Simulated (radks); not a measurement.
Spin polarisation of the 2p5 shell in F. Start: [He] 2s2 2p(up 2.5, down 2.5); electrons of 2p are moved from spin down to spin up, other shells keep equal spins. Calculated with a radial shooting solver on a logarithmic mesh with Libxc functionals: scalar-relativistic Kohn-Sham, PBE, spin-polarised, spherical densities, point nucleus.

moment (Bohr magnetons)  E - E(0) (eV)  e(2p up) (eV)  e(2p down) (eV)  2s down minus up (eV)  1s down minus up (eV)
0                                0.000        -11.112          -11.112                  0.000                  0.000
0.25                            -0.025        -11.311          -10.904                  0.426                  0.177
0.5                             -0.102        -11.501          -10.687                  0.851                  0.355
0.75                            -0.229        -11.682          -10.461                  1.278                  0.532
1                               -0.407        -11.854          -10.225                  1.706                  0.709

At moment 1 the spin-polarisation energy is -0.407 eV and the 2p exchange splitting 1.629 eV, that is 1.629 eV per Bohr magneton; E = -I m^2/4 would give I = 1.628 eV.
